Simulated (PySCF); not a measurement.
Compound: C₄H₉ClOSi.
Numbering: `[CH3:1][O:2][C@@H:3]1[CH2:4][C@@H:5]1[SiH2:6][Cl:7]` (hydrogens: H8, H9, H10 on C1; H11 on C3; H12, H13 on C4; H14 on C5; H15, H16 on Si6)

The same species was optimised twice, with GFN2-xTB and with PBE0-D3(BJ)/def2-SVP (PySCF), and the same property calculations (PySCF, gas phase) were run on both structures.

```
       coordinate  GFN2-xTB  PBE0-D3(BJ)/def2-SVP  change
      Si6–Cl7 (Å)     2.024                 2.083  +0.059
       C5–Si6 (Å)     1.884                 1.864  -0.020
        C1–O2 (Å)     1.410                 1.400  -0.010
        O2–C3 (Å)     1.394                 1.385  -0.009
        C4–C5 (Å)     1.509                 1.517  +0.008
        C3–C5 (Å)     1.494                 1.491  -0.003
        C3–C4 (Å)     1.496                 1.494  -0.002
    C3–C5–Si6 (°)     113.5                 116.5    +3.0
    C4–C5–Si6 (°)     118.2                 119.4    +1.2
   C5–Si6–Cl7 (°)     106.7                 107.5    +0.8
     C4–C3–C5 (°)      60.6                  61.1    +0.5
     O2–C3–C4 (°)     119.2                 118.8    -0.4
     C3–C4–C5 (°)      59.6                  59.4    -0.2
     C3–C5–C4 (°)      59.7                  59.6    -0.1
     C1–O2–C3 (°)     113.8                 114.0    +0.2
  C1–O2–C3–C4 (°)       -79                   -83      -4
C4–C5–Si6–Cl7 (°)       118                   107     -11
```

Rotational constants: A = 4619, B = 839.3, C = 759.2 MHz (GFN2-xTB) against A = 4743, B = 808.9, C = 738.2 MHz (PBE0-D3(BJ)/def2-SVP). Point groups within 0.08 Å: C1 and C1.

On the GFN2-xTB structure: isotropic polarisability (au) 88.2 [wB97X-D/def2-SVPD]; HOMO (eV) -9.51 [wB97X-D/def2-SVPD]; LUMO (eV) 2.15 [wB97X-D/def2-SVPD]; dipole (D) 3.28 [wB97X-D/def2-SVPD]; HOMO (eV) -7.58 [PBE0/pcSseg-1]; LUMO (eV) 0.86 [PBE0/pcSseg-1]; dipole (D) 3.48 [PBE0/pcSseg-1]; GIAO shielding of C1 (ppm) 127.2 [PBE0/pcSseg-1]; GIAO shielding of O2 (ppm) 300.6 [PBE0/pcSseg-1]; GIAO shielding of C3 (ppm) 127.0 [PBE0/pcSseg-1]; GIAO shielding of C4 (ppm) 174.4 [PBE0/pcSseg-1]; GIAO shielding of C5 (ppm) 178.2 [PBE0/pcSseg-1]; GIAO shielding of Si6 (ppm) 358.4 [PBE0/pcSseg-1]; GIAO shielding of Cl7 (ppm) 1000.8 [PBE0/pcSseg-1].

Q: What do these properties become on the PBE0-D3(BJ)/def2-SVP structure?

A: 
```tsv
property	level	on GFN2-xTB	on PBE0-D3(BJ)/def2-SVP	change
isotropic polarisability (au)	wB97X-D/def2-SVPD	88.2	90.1	+1.9
HOMO (eV)	wB97X-D/def2-SVPD	-9.51	-9.56	-0.05
LUMO (eV)	wB97X-D/def2-SVPD	2.15	2.06	-0.09
dipole (D)	wB97X-D/def2-SVPD	3.28	3.50	+0.22
energy, GFN2-xTB geometry as zero (kcal/mol)	wB97X-D/def2-SVPD	0.0	-2.2	-2.2
HOMO (eV)	PBE0/pcSseg-1	-7.58	-7.63	-0.05
LUMO (eV)	PBE0/pcSseg-1	0.86	0.63	-0.23
dipole (D)	PBE0/pcSseg-1	3.48	3.71	+0.23
energy, GFN2-xTB geometry as zero (kcal/mol)	PBE0/pcSseg-1	0.0	-1.6	-1.6
GIAO shielding of C1 (ppm)	PBE0/pcSseg-1	127.2	126.7	-0.5
GIAO shielding of O2 (ppm)	PBE0/pcSseg-1	300.6	302.5	+1.9
GIAO shielding of C3 (ppm)	PBE0/pcSseg-1	127.0	125.9	-1.1
GIAO shielding of C4 (ppm)	PBE0/pcSseg-1	174.4	171.5	-2.9
GIAO shielding of C5 (ppm)	PBE0/pcSseg-1	178.2	177.4	-0.8
GIAO shielding of Si6 (ppm)	PBE0/pcSseg-1	358.4	349.6	-8.8
GIAO shielding of Cl7 (ppm)	PBE0/pcSseg-1	1000.8	993.0	-7.8
```

The heavy atoms differ by 0.084 Å rms after alignment. Among bonds between heavy atoms Si6–Cl7 changes most (+0.059 Å). Changes are differences of the printed values. Neither structure is proved a minimum here.

Shape of the structure used: `[CH3:1][O:2][C@@H:3]1[CH2:4][C@@H:5]1[SiH2:6][Cl:7]`: C1–O2–C3–C4 -83°, C4–C5–Si6–Cl7 107°.

Note: wB97X-D ran without an empirical dispersion term, which enters the total energy and its gradient alone.
